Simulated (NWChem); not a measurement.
Species: MgCl$_{2}$; SMILES [Cl][Mg][Cl]

Results from NWChem. All runs use the structure optimised with PBE0/def2-SVP. Total energies compare along this basis series because the functional is fixed.

| level | basis functions | energy (Ha) | highest occupied level (eV) | orbital gap (eV) |
|---|---|---|---|---|
| Hartree-Fock/STO-3G | 27 | -1106.5003 | [?] | [?] |
| Hartree-Fock/def2-SVP | 54 | -1118.4171 | -12.14 | 12.62 |
| Hartree-Fock/def2-SVPD | 75 | -1118.4297 | -12.28 | 12.54 |
| Hartree-Fock/def2-TZVP | 106 | -1118.7999 | -12.24 | 12.70 |
| Hartree-Fock/def2-TZVPD | 127 | -1118.8010 | -12.25 | 12.52 |
| Hartree-Fock/def2-TZVPP | 116 | -1118.8000 | -12.24 | 12.70 |
| Hartree-Fock/def2-QZVP | 191 | -1118.8351 | -12.23 | 12.53 |

Problem. Complete the blanks.

Solution. 
- Hartree-Fock/STO-3G, highest occupied level (eV): -9.32
- Hartree-Fock/STO-3G, orbital gap (eV): 16.25
